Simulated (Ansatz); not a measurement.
Reaction (hydrogenolysis of a C–S bond): `OC(S)S[SiH3]` + H₂ → `OCS` + `[SiH3]S`

Program: Ansatz. Geometries: PBE0-D4/def2-TZVP. ΔE: electronic, gas phase. CCSD(T)/CBS is the MP2 limit (def2-TZVPP, def2-QZVPP) plus CCSD(T) − MP2 in def2-TZVPP, frozen cores. This one scheme is used for every species. DFT in def2-TZVPP. B3LYP here is the variant with VWN-RPA as its local correlation; programs differ in this. Each species was taken in one conformer, which may not be the lowest.

`OC(S)S[SiH3]`:

```xyz
11

O     0.175    1.352   -1.066
C     0.275   -0.026   -1.042
S     1.490   -0.560   -2.301
S     0.764   -0.712    0.584
Si   -0.902    0.001    1.725
H     1.027    1.721   -0.801
H    -0.712   -0.408   -1.301
H     1.714   -1.782   -1.793
H    -2.161   -0.293    0.993
H    -0.850   -0.750    3.003
H    -0.820    1.457    1.999
```

H₂:

```xyz
2

H     0.218   -0.295   -0.069
H    -0.218    0.295    0.069
```

`OCS`:

Cartesian coordinates in Å:
```
O 0.001 -0.116 1.238
C 0.123 -0.313 -0.148
S 0.615 1.208 -0.961
H -0.302 -0.939 1.632
H 0.920 -1.026 -0.395
H -0.812 -0.672 -0.590
H -0.545 1.858 -0.775
```

`[SiH3]S`:

```xyz
6

Si    0.177    0.487   -0.099
S     0.214   -1.649   -0.075
H    -0.974    1.006   -0.882
H     1.449    0.882   -0.749
H     0.113    1.048    1.274
H    -0.979   -1.774    0.531
```

```csv
level,ΔE (kJ/mol),difference from CCSD(T)/CBS
PBE-D4,-43.5,9.8
r2SCAN-D4,-48.8,4.5
PBE0-D4,-53.5,-0.2
B3LYP-D4,-52.8,0.5
ωB97X-V,-58.0,-4.7
PBE,-54.7,-1.4
r2SCAN,-51.8,1.5
PBE0,-63.4,-10.1
B3LYP,-71.0,-17.7
MP2/def2-TZVPP,-48.1,5.2
SCS-MP2/def2-TZVPP,-56.9,-3.6
CCSD/def2-TZVPP,-67.3,-14.0
HF/def2-QZVPP,-95.5,-42.2
MP2/def2-QZVPP,-46.0,7.3
SCS-MP2/def2-QZVPP,-55.1,-1.8
MP2/CBS(def2),-44.0,9.3
CCSD(T)/CBS,-53.3,0
```

Largest T1 diagnostic among the species: 0.012.

The D4 term adds +18.2 kJ/mol with B3LYP and +9.9 kJ/mol with PBE0; it sums over pairs of atoms, weighted by their polarisabilities, and B3LYP, whose exchange is more repulsive, gets the larger term. From PBE to PBE0 (25 % exact exchange), in def2-TZVPP and without D4, ΔE moves by −8.7 kJ/mol.
